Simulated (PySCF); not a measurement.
Stepwise substitution at one centre (Al H-SiH3). Isolated molecules, 0 K electronic values unless said otherwise. Strings in code marks are SMILES.

The LUMO from two functionals at the same geometries (B3LYP-D3(BJ)/def2-TZVP), both in PySCF: PBE-D3(BJ)/def2-TZVP and B3LYP-D3(BJ)/def2-TZVP. B3LYP has the VWN-RPA correlation part, as in Gaussian. 

| species | B3LYP-D3(BJ)/def2-TZVP (eV) |
|---|---|
| 0 of 3 H replaced by SiH3 | -1.97 |
| 1 of 3 H replaced by SiH3 | -2.30 |
| 3 of 3 H replaced by SiH3 (`[SiH3][Al]([SiH3])[SiH3]`) | -2.78 |

Q: What does PBE-D3(BJ)/def2-TZVP give for each?

A: 
- 0 of 3 H replaced by SiH3: -2.52
- 1 of 3 H replaced by SiH3: -2.87
- 3 of 3 H replaced by SiH3 (`[SiH3][Al]([SiH3])[SiH3]`): -3.35
Over these rows, drawn at random from the members with no instability flagged (it was tested for open shells, ions and some series alone), PBE minus B3LYP-D3(BJ): mean -0.57 eV, from -0.58 eV to -0.55 eV.
